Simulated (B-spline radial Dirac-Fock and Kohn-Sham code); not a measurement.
# The Ti-like isoelectronic sequence (22 electrons), Z = 37 to 45

Level of theory: ΔSCF Dirac-Fock with Breit, self-energy and vacuum polarisation, finite nucleus, configuration average; a radial finite-basis atomic code. Binding energies in eV, tabulated ground configurations ([Ar] 3d4 throughout). Electron correlation is not included.

```csv
ion,2p1/2,3p1/2,3p3/2,outermost level,NIST ionisation energy
Rb¹⁵⁺,2363.4,671.7,660.5,546.5 (3d),550 ± 3
Sr¹⁶⁺,?,?,?,?,?
Zr¹⁸⁺,2946.0,887.0,870.4,740.8 (3d),745 ± 3
Nb¹⁹⁺,3155.6,965.3,946.6,811.7 (3d),816 ± 4
Mo²⁰⁺,3372.9,1047.0,1025.8,885.7 (3d),890 ± 4
Tc²¹⁺,3598.0,1132.0,1108.1,962.7 (3d),968 ± 4
Ru²²⁺,3830.9,1220.3,1193.6,1042.8 (3d),1048 ± 4
Rh²³⁺,4071.8,1311.9,1282.1,1125.9 (3d),1131 ± 4
```

Question: Fill in the row of Sr¹⁶⁺.

Answer: 2p1/2 2550.0, 3p1/2 740.2, 3p3/2 727.4, outermost 608.2 (3d), NIST 612 ± 3 eV.

NIST's values are for the lowest levels; a dash marks a value that is missing or belongs to another shell. Their kind here: theoretical. Where a p, d or f shell is open in either ion the computed value averages over both j values and all terms, while the table refers to the lowest levels; that difference holds spin-orbit splitting (largest in heavy or highly charged ions), term energies where several electrons share open shells, and correlation, and it can reach 10 % or more.
